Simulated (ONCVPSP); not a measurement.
## V: excitation energies, all-electron against ONCV

| Item | Value |
| --- | --- |
| Element | V |
| Generator | ONCVPSP 4.0.1 |
| Type | optimised norm-conserving Vanderbilt (ONCV) |
| Functional | PBEsol |
| Relativity | scalar-relativistic |
| Frozen core | [Ar] |
| Valence charge | 5 |
| Reference configuration | 3d3 4s1 (charge +1) |
| Partial waves | 4s: rc 2.40 bohr, ncon 4, nbas 8, qcut 2.6 1/bohr, 2 projectors, debl 1.4 Ha; p scattering state at 0.41 Ha: rc 1.85 bohr, ncon 4, nbas 8, qcut 3.9 1/bohr, 2 projectors, debl 0.5 Ha; 3d: rc 1.55 bohr, ncon 3, nbas 8, qcut 9 1/bohr, 2 projectors, debl 2.8 Ha |
| Local potential | polynomial inside 1.15 bohr (lpopt 3, dvloc0 0 Ha) |
| Core correction | none |

Energies are relative to the spin-unpolarised reference configuration 3d3 4s1; without spin polarisation the order of configurations can differ from experiment.

```
valence configuration  charge  ΔE all-electron (eV)  error AE − PS (meV)
              3d3 4s2       0                -7.750                 -1.6
              3d3 4s0      +2                14.203                  +64
          3d3 4s0 4p2       0                -0.871                 +4.5
```

Q: What are ΔE and the potential's error for 3d2 4s0?

A: ΔE = 43.053 eV all-electron; the error (AE − PS) is +153 meV.

Levels in the configuration 3d3 4s0:

| level | all-electron (eV) | pseudo (eV) |
| --- | --- | --- |
| 3d | -21.268 | -21.115 |

Note: ghosts flagged at negative energy: s at -23.3 eV, p at -45.8 eV; GHOST(+) flags only above 600 eV. A true bound ghost makes a file unfit for plane-wave use.
